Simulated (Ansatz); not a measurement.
C4H14OSi2, charge +1, doublet, at a GFN2-xTB geometry (a state made from the parent by changing its charge; the spin is typed, not shown lowest), with bond 9-1 at 1.4 times its length; CASSCF(5,7)/STO-3G (Ansatz, a program for electronic structure).

Input for Ansatz:
Ansatz 0.2 input:
```yaml
crystal:
  periodic: [false, false, false]
  atoms:
    - {symbol: C, position_ang: [2.31935611, 1.46613812, -0.09098193]}
    - {symbol: Si, position_ang: [1.59926318, -0.20415715, 0.53567540]}
    - {symbol: C, position_ang: [2.17433827, -1.48262889, -0.78186708]}
    - {symbol: O, position_ang: [-0.01760849, -0.09136464, 0.39364946]}
    - {symbol: Si, position_ang: [-1.64260394, -0.02072382, 0.43323642]}
    - {symbol: C, position_ang: [-2.12900695, 1.71783815, -0.23154469]}
    - {symbol: C, position_ang: [-2.27402480, -1.23092886, -0.92242984]}
    - {symbol: H, position_ang: [1.99920868, 1.67806352, -1.10647350]}
    - {symbol: H, position_ang: [1.84056361, 2.57965976, 0.82430584]}
    - {symbol: H, position_ang: [3.40229536, 1.42801400, -0.06306564]}
    - {symbol: H, position_ang: [1.89173190, -0.54291352, 1.92013184]}
    - {symbol: H, position_ang: [1.74566782, -2.44970662, -0.54102567]}
    - {symbol: H, position_ang: [3.25526120, -1.56175238, -0.76355680]}
    - {symbol: H, position_ang: [1.85807424, -1.19173905, -1.77885758]}
    - {symbol: H, position_ang: [-2.05792954, -0.31943133, 1.79532743]}
    - {symbol: H, position_ang: [-1.72374715, 1.88871811, -1.22411429]}
    - {symbol: H, position_ang: [-3.20894054, 1.80209504, -0.27197251]}
    - {symbol: H, position_ang: [-1.74138531, 2.47192716, 0.44528726]}
    - {symbol: H, position_ang: [-1.97307896, -2.23929018, -0.65853346]}
    - {symbol: H, position_ang: [-1.86488159, -0.98108446, -1.89649837]}
    - {symbol: H, position_ang: [-3.35597470, -1.18767134, -0.97246366]}
basis:
  gaussian:
    orbitals: STO-3G
hamiltonian:
  xc: hf
total_charge: 1
correlation: {active_space: {window: {electrons: 5, orbitals: 7}}}
magnetization: {spin_polarized: false, initial_magnetization: 1}
```

Output, abridged:

```
Functional definition: HF
738 factors; integrals over basis functions are off by at most 4.5e-5 eV
mean field evaluation 1: about -21836.1984 eV, gradient 2.7e1 eV
mean field evaluation 2: about -21836.3874 eV, gradient 2.7e1 eV
mean field evaluation 4: about -21840.7252 eV, gradient 6.2e0 eV
mean field evaluation 8: about -21841.7550 eV, gradient 1.2e0 eV
mean field evaluation 16: about -21841.7923 eV, gradient 1.5e-6 eV
mean field evaluation 32: about -21841.7915 eV, gradient 1.7e-1 eV
mean field -21841.79231921 eV, -802.6710628324 hartree, gradient 1.5e-6 eV, S^2 0.750000; 5 other end points of the search recorded, 0 dependent functions left out
reference -21841.79231921 eV, -802.6710628324 hartree; 37, 36 occupied and 20, 21 virtual orbitals, 738 factors
state -21843.42995950 eV, -802.7312450029 hartree
Total energy: -21843.42995950 eV, -802.7312450029 hartree
```
